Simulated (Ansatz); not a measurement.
**Relaxing a trial structure of CHISi**

The starting geometry of this gas-phase singlet was optimised with GFN2-xTB; its bonds are those of `[Si]=CI`.

```
atom    x (Å)    y (Å)    z (Å)
   C  -0.3412   0.1888  -0.0080
   I  -0.1864  -0.9898   1.7888
  Si  -1.8844   0.0884  -0.8562
   H   0.5621   0.7388  -0.2172
```

Q: Predict what becomes of its bonds when it is optimised with r2SCAN-D4/def2-SVP.

A: A new bond forms, giving a structure with I2 bridging C1 and Si3, given below by its coordinates. Contacts that close: I2–Si3 (3.32 → 2.80 Å).

The energy falls by 0.17 eV over 10 steps:

| step | E − E(last) (eV) |
| --- | --- |
| 1 | 0.169 |
| 2 | 0.114 |
| 3 | 0.071 |
| 4 | 0.045 |
| 5 | 0.013 |
| 6 | 0.004 |
| 7 | 0.001 |
| 8 | 0.000 |
| 9 | 0.000 |
| 10 | 0.000 |

Final geometry (Å):

```xyz
4

C    -0.2658    0.3120   -0.1349
I    -0.4134   -0.9934    1.6426
Si   -1.8748   -0.0991   -0.5782
H     0.7040    0.8067   -0.2221
```

Frequencies at the end are all real (lowest 163 cm⁻¹). Atoms past krypton carry core potentials, without spin–orbit terms. Run with Ansatz 0.2.0, 30 s on 1 thread of Intel(R) Xeon(R) Processor @ 2.50GHz (Skylake/Cascade Lake), on a shared host.
